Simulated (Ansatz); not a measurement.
System: SnI, charge 0, doublet. SnI (SMILES [Sn][I], doublet).
B3LYP-D3(BJ)/def2-TZVP minimum from Ansatz (a first-principles code):
```xyz
2

Sn     0.0000     0.0000    -1.4135
I      0.0000     0.0000     1.3335
```
Charge 0, spin multiplicity 2.

Total energies in def2-TZVPP, 11 correlated electrons, 18 frozen orbitals. Open shells are spin-unrestricted; no spin-orbit coupling. Cores are frozen in correlated methods (noble-gas shells, and filled d and f shells in the p block). Past Kr the def2 sets carry scalar-relativistic core potentials. Spin-orbit terms, left out, reach several kcal/mol for Br and I, and more for heavier atoms. The spin of ISn ([Sn][I], doublet) was assumed, and the state is the lowest solution found for it.

| method | program | energy (Eh) | minus CCSDT(Q) (mEh) |
|---|---|---|---|
| HF | Ansatz | -510.06703 | 228.54 |
| MP2 | Ansatz | -510.25967 | 35.90 |
| CCSD | Ansatz | -510.28419 | 11.38 |
| CCSD(T) | Ansatz | -510.29400 | 1.57 |
| CCSDT(Q) | Ansatz | -510.29557 | 0.00 |

Rough core times of Ansatz's runs on a shared machine: CCSD(T) 60 s, CCSDT(Q) 8 min.
